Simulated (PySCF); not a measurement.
Molecule: SMILES s1c(COC)ccc1O, C₆H₈O₂S.

Bonds (- single, = double, # triple, : aromatic): C1-O2, O2-C3, C3-C4, C4:C5, C5:C6, C6:C7, C7-O8, C7:S9, S9:C4. C1 carries H10, H11, H12; C3 carries H13, H14; C5 carries H15; C6 carries H16; O8 carries H17.

Frames of a GFN2-xTB Langevin trajectory at 300 K; GIAO PBE0/pcSseg-1 shieldings in PySCF 2.14, gas phase, non-relativistic; equivalent atoms averaged within each frame.

δ = σ(ref) − σ, references computed at the same level: $^{13}$C (σ = 186.93 ppm), $^{1}$H (σ = 31.72 ppm) vs TMS; $^{17}$O (σ = 336.08 ppm) against H2O; $^{33}$S (σ = 503.73 ppm) vs CS2. The references are static minima.

Q: How do the shifts (ppm) fluctuate along the trajectory?

A: 
```csv
time (fs),C7,C4,C5,C6,C3,C1,O8,O2,S9,H15
optimised geometry,169.0,131.9,132.4,109.7,71.1,57.7,115.1,44.3,203,7.04
250,182.3,146.0,123.9,117.0,72.2,67.8,85.9,22.3,230,6.93
425,166.5,127.1,129.9,113.9,75.0,57.7,98.8,13.8,161,6.73
625,177.4,144.9,127.4,107.9,69.2,59.3,99.5,29.9,266,6.79
800,179.0,140.6,127.8,107.1,64.2,63.0,103.5,15.3,237,6.26
1000,165.6,140.2,127.7,104.0,79.0,65.1,105.2,57.0,220,7.41
mean of frames,174.1,139.7,127.3,110.0,71.9,62.6,98.6,27.7,223,6.82
standard deviation,7.6,7.5,2.2,5.3,5.6,4.1,7.6,17.6,39,0.41
```

5 frames give an uncertainty of the mean of about the standard deviation over 2.2 at best, since frames this close in time may not be independent; classical motion lacks zero-point vibration, and the reference would need the same averaging.
